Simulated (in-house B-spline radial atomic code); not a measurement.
**S VIII (S7+): [He] 2s2 2p5**

Level of theory: non-relativistic wB97X, spin-polarised, spherical fractional occupations, point nucleus; calculated with an all-electron radial atomic-structure program (B-spline basis).

Z_r = [3n² - l(l+1)]/(2<r>); Z_e = n√(-2ε); the last column is Slater's effective charge. Values are occupation-weighted means over spin.

| shell | electrons | ε (eV) | <r> (bohr) | Z_r | Z_e | Slater |
| --- | --- | --- | --- | --- | --- | --- |
| 1s | 2 | -2589.6 | 0.09713 | 15.44 | 13.80 | 15.70 |
| 2s | 2 | -367.47 | 0.4632 | 12.95 | 10.39 | 12.20 |
| 2p | 5 | -313.47 | 0.4194 | 11.92 | 9.60 | 12.20 |

The least bound orbital is 2p down at -307.6 eV, while the most diffuse is 2s down (<r> = 0.4643 bohr against 0.4216 bohr): energy order and size order differ.

Caution: exact exchange at fractional occupations of open shells leaves self-interaction of up to several eV.
